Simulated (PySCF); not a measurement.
Predicted microwave data (PBE0/pcSseg-1 in PySCF (dipole) on a GFN2-xTB geometry, gas phase) for one isomer of C5H8OSSi2:

| Quantity | Value |
| --- | --- |
| Rotational constants | A = 1164, B = 943.1, C = 798.9 MHz |
| Dipole components | \|μa\| = 1.44 D, \|μb\| = 1.50 D, \|μc\| = 1.31 D |
| Inertial defect | -337.54 u·Å² |
| κ | -0.21 |

Question: Which candidate fits, each taken in the one conformer that was computed?
A. `[CH:1]#[C:2][Si@@H:3]1[CH:4]=[C:5]([S:6][CH3:7])[SiH2:8][O:9]1` with C4–C5–S6–C7 -1°
B. `[CH:1]#[C:2][SiH2:3][C@@H:4]1[SiH2:5][S:6][CH2:7][C:8]1=[O:9]` with C2–Si3–C4–Si5 53°, Si3–C4–Si5–S6 -96°, C4–Si5–S6–C7 -7°, Si5–S6–C7–C8 -11°, S6–C7–C8–O9 -152°

Answer: B. It is C#C[SiH2][C@@H]1[SiH2]SCC1=O, an asymmetric top, point group C1. The candidates at the same level (rigid rotor, commonest isotopes):

```
                      SMILES  A (MHz)  B (MHz)  C (MHz)  μa (D)  μb (D)  μc (D)  Δ (u·Å²)  point group           rotor
  C#C[Si@@H]1C=C(SC)[SiH2]O1     1686    625.2    507.7    0.94    2.21    0.03   -112.59           C1  asymmetric top
C#C[SiH2][C@@H]1[SiH2]SCC1=O     1164    943.1    798.9    1.44    1.50    1.31   -337.54           C1  asymmetric top
```

`C#C[Si@@H]1C=C(SC)[SiH2]O1` has A 45 % too high. No structure here is proved a minimum.
